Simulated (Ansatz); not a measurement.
Mulliken charges of `B[SiH2]CF` from PBE/def2-TZVPP in Ansatz (PBE0-D4/def2-TZVP geometry).

| atom | x (Å) | y (Å) | z (Å) | charge (e) |
| --- | --- | --- | --- | --- |
| B1 | -1.701 | 0.682 | -0.301 | -0.050 |
| Si2 | -0.120 | -0.554 | -0.432 | 0.126 |
| C3 | 1.349 | 0.025 | 0.622 | -0.025 |
| F4 | 2.426 | -0.849 | 0.514 | -0.210 |
| H5 | -2.690 | 0.436 | -0.926 | 0.041 |
| H6 | -1.715 | 1.666 | 0.379 | 0.044 |
| H7 | 0.311 | -0.651 | -1.856 | -0.050 |
| H8 | -0.532 | -1.916 | 0.014 | -0.050 |
| H9 | 1.686 | 1.020 | 0.310 | 0.087 |
| H10 | 1.069 | 0.090 | 1.679 | 0.087 |

**Question.** By hand: the dipole of these point charges (1 e Å = 4.8032 D).

**Answer.** Σ q r = (-0.408, 0.390, 0.081) e Å, of length 0.570 e Å = 2.74 D.

**Question.** How does the dipole of the full density compare? (An estimate is asked.)

**Answer.** Computed: (-0.248, 0.248, 0.056) e Å, 1.71 D; the point charges give 1.60 times that, at 2° from its direction.

Point charges leave out the atoms' own dipoles, such as those of lone pairs, and Mulliken's split depends on the basis, so the two needn't agree.
